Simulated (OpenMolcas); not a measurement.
**What dynamic correlation does to the levels of Tb3+**

* Program: OpenMolcas 26.06
* Basis: ANO-R3 [9s8p5d5f3g2h]
* Scalar Hamiltonian: X2C, finite nucleus
* Active space: 8 electrons in 7 orbitals (4f)
* State averaging: 2S+1 = 7 even, 7 roots; 2S+1 = 5 even, 140 roots (42 in the spin-orbit step); 2S+1 = 3 even, 60 roots kept (CI in the orbitals of an earlier block, 0 in the spin-orbit step); 2S+1 = 1 even, 1 root kept (CI in the orbitals of an earlier block, 0 in the spin-orbit step)
* Spin-orbit coupling: state interaction with AMFI integrals over the reference wave functions, term energies averaged over their components

Methods on the same reference wave functions:
A. CASSCF
B. SS-CASPT2, IPEA 0.25 Eh, imaginary shift 0.1 Eh (closed shells correlated: 5s 5p)

Energies in eV above 4f⁸ ⁷F₆, the measured ground level; measured values from Martin, Zalubas and Hagan, Atomic Energy Levels: The Rare-Earth Elements, NSRDS-NBS 60 (1978).

| Level | A | B | Measured |
| --- | --- | --- | --- |
| 4f⁸ ⁷F₆ | 0.0000 | 0.0000 | 0.0000 |
| 4f⁸ ⁷F₅ | 0.2803 | 0.287 | 0.2544 |
| 4f⁸ ⁷F₄ | 0.4646 | 0.468 | 0.4109 |
| 4f⁸ ⁷F₃ | 0.5933 | 0.594 | 0.5322 |
| 4f⁸ ⁷F₂ | 0.6809 | 0.680 | 0.6172 |
| 4f⁸ ⁷F₁ | 0.7354 | 0.734 | 0.6735 |
| 4f⁸ ⁷F₀ | 0.7615 | 0.759 | 0.7010 |
| 4f⁸ ⁵D₄ | 3.0212 | 2.594 |  |
| 4f⁸ ⁵D₃ | 3.7095 | 3.287 |  |
| 4f⁸ ⁵L₁₀ | 3.8699 | 3.716 |  |

Deviations, from unrounded energies. A percentage is the sum of absolute deviations over the sum of measured energies, with the sign that they share, or ± where signs differ.

```csv
Against measurement,Levels,A,B
mean absolute deviation (cm-1),6,440,450
fine structure of the ground term (%),6,+10.3,+10.4
```

A, B lie about equally close to measurement. The largest miss of A in the table is 4f⁸ ⁷F₂, by +510 cm-1. The ranking rests on the paired levels alone, and a cruder setting can come out closer through cancelling errors.

From A to B the spin-free energies of the other terms of 4f⁸ shown, above ⁷F, scale by factors of 0.86 to 0.95, as is usual when dynamic correlation screens the repulsion within a d or f shell.

The lowest spin-free term lies below A's lowest term by 0.688 hartree in B.

CASPT2 breaks the degeneracy within a term, and the mean is taken; among the terms shown or strongly mixed into the levels shown the widest spread is 110 cm-1 (4f⁸ ⁵L, B). High states are left out of the spin-orbit mixing, which shifts the levels that they would mix with. Without dynamic correlation excited terms often stand tens of per cent too high (terms of higher spin than the ground term too low), and those without a measured partner can miss by more than the paired ones (holds for A). Measured partners are found by configuration, term and J. A level has none where our copy of the source lacks it or the pairing is in doubt (some pairs that miss far off the trend of their configuration count as doubtful), and it then counts in no deviation. Levels of configurations outside the active space are missing. Levels that lie high or do not pair safely by name in every column are left out.
